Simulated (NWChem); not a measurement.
Lowest excitation of F2Zn

```xyz
3

Zn     0.0000     0.0000     0.0000
F      0.0000     0.0000     1.7300
F      0.0000     0.0000    -1.7300
```
Charge 0, spin multiplicity 1.

Program: NWChem. The geometry was optimised at PBE0/def2-SVP, a minimum by its harmonic frequencies.

Basis set: def2-SVPD.

| method | lowest vertical singlet excitation energy (eV) | relative cost | difference from EOM-CCSD |
|---|---|---|---|
| CIS | 9.32 | under 3 | +1.67 |
| TD-B3LYP | 6.46 | under 3 | -1.19 |
| TDA-BHandHLYP | 7.55 | under 3 | -0.10 |
| TD-PBE | 5.81 | 1 | -1.84 |
| EOM-CCSD | 7.65 | 10 | 0.00 |

The values span 3.51 eV, from TD-PBE (lowest) to CIS (highest). Costs are rough ratios of processor time within this set of runs, SCF included, with TD-PBE as 1.

The correlated methods keep 11 core orbitals frozen. B3LYP has NWChem's definition, with VWN1-RPA local correlation. The structure started from a generated list of species. Coupled-cluster values serve here as a point of comparison, not as the truth.
